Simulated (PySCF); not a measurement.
## Computed properties of chlorotrifluoromethane (CClF3), SMILES FC(F)(F)Cl

chlorotrifluoromethane (CClF3), SMILES FC(F)(F)Cl. Coordinates come from a r2SCAN-D4/def2-SVP optimisation. The values are those of a single conformer. All values are computed for the isolated molecule unless a solvent is named; none is compared with measurement here.

**Structure.** The optimised structure has C3v symmetry. All 9 harmonic modes at r2SCAN-D4/def2-SVP (PySCF) are real, so it is a minimum. With heavy atoms numbered as in [F:1][C:2]([F:3])([F:4])[Cl:5], the shortest bond between them is C2–F4 at 1.325 Å and the longest C2–Cl5 at 1.771 Å.

**Vibrations.** The strongest infrared lines (harmonic, unscaled, degenerate partners summed) lie at 1249 cm⁻¹ (690 km/mol, C 76 %, F 24 %), 1102 cm⁻¹ (508 km/mol, C 70 %, F 30 %), 787 cm⁻¹ (47 km/mol, F 78 %, C 18 %). The softest mode is at 350 cm⁻¹ and the zero-point energy is 9.6 kcal/mol.

**Electronic structure.** M06-2X/def2-TZVP (PySCF) places the frontier levels at -11.54 and 1.03 eV, a gap of 12.57 eV, and gives a dipole moment of 0.40 D and a mean polarisability of 26.5 bohr³.

**Excitations.** TDDFT-M06-2X/def2-SVPD (PySCF) has S1 at 7.75 eV (160 nm, f = 0.000, dark); the most intense of the 10 singlets computed lies at 9.92 eV (f = 0.19). Strengths of degenerate partners are summed. T1 (TDA) is at 7.03 eV. No vertical singlet excitation falls in the visible range (under 3.1 eV).

**NMR.** GIAO shifts at KT2/pcSseg-2 (PySCF) (non-relativistic, atoms alike by connectivity averaged): ¹³C at 145.7 ppm against TMS; ¹⁹F at -59.0 ppm against CFCl3. Without spin–orbit terms, shifts of atoms bonded to Cl or Br come out too high.
